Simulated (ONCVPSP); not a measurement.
What one change does to a pseudopotential (gallium, ONCV)

* Element: Ga
* Generator: ONCVPSP 4.0.1
* Type: optimised norm-conserving Vanderbilt (ONCV)
* Functional: LDA (Perdew-Zunger)
* Relativity: scalar-relativistic
* Frozen core: [Ar]
* Valence charge: 13
* Reference configuration: 3d10 4s2 4p1
* Partial waves: 4s: rc 1.60 bohr, ncon 4, nbas 7, qcut 4.8 1/bohr, 2 projectors, debl 1.1 Ha; 4p: rc 2.25 bohr, ncon 3, nbas 6, qcut 3.9 1/bohr, 1 projector; 3d: rc 1.05 bohr, ncon 4, nbas 9, qcut 15.8 1/bohr, 2 projectors, debl 2.9 Ha
* Local potential: polynomial inside 0.95 bohr (lpopt 5, dvloc0 6 Ha)
* Core correction: none

Change: local potential polynomial inside 0.95 bohr (lpopt 5, dvloc0 -1.5 Ha).

Cutoffs: the cutoffs (Ha) at which the residual kinetic energy of the hardest occupied pseudo-wave falls to 1 and 0.1 mHa per electron; they do not see the model core or the augmentation charge, which bear on the density cutoff. Errors are all-electron minus pseudo energies relative to the spin-unpolarised reference configuration.

Question: How do hardness, ghosts and transferability respond?

Answer: The potential gets neither clearly harder nor softer (96 Ha and 107 Ha → 96 Ha and 107 Ha); both files keep a bound ghost (s); the lowest positive-energy flag moves from s at 127.2 eV to p at 10.1 eV; the errors of the 3 common tests hardly move; the range in which the s phases agree widens (upper end 3.6 → at the end of the scan).

```csv
quantity,base,changed
"cutoff, loose",96 Ha,96 Ha
"cutoff, tight",107 Ha,107 Ha
bound ghosts,s,s
GHOST(+) flags under 300 eV,s at 127.2 eV,p at 10.1 eV
tests with a reliable result,3 of 4,3 of 4
"error for 3d10 4s2 4p0, meV [ΔE 5.89 eV]",-1.2,-1.2
"error for 3d10 4s1 4p0, meV [ΔE 27.39 eV]",-6.0,-6.0
"error for 3d10 4s2 4p0.5, meV [ΔE 2.12 eV]",-0.1,+0.1
s: phases at 1.63 bohr within 0.05 rad from the reference energy up to (Ha; the scan ends near 5),3.6,to the end of the scan
p: phases at 2.29 bohr within 0.05 rad from the reference energy up to (Ha; the scan ends near 5),1.1,0.2
d: phases at 1.06 bohr within 0.05 rad from the reference energy up to (Ha; the scan ends near 5),to the end of the scan,to the end of the scan
```

 A true bound ghost makes a file unfit for plane-wave use even where its test errors are small: the radial tests pick states by their node count and pass the ghost by.
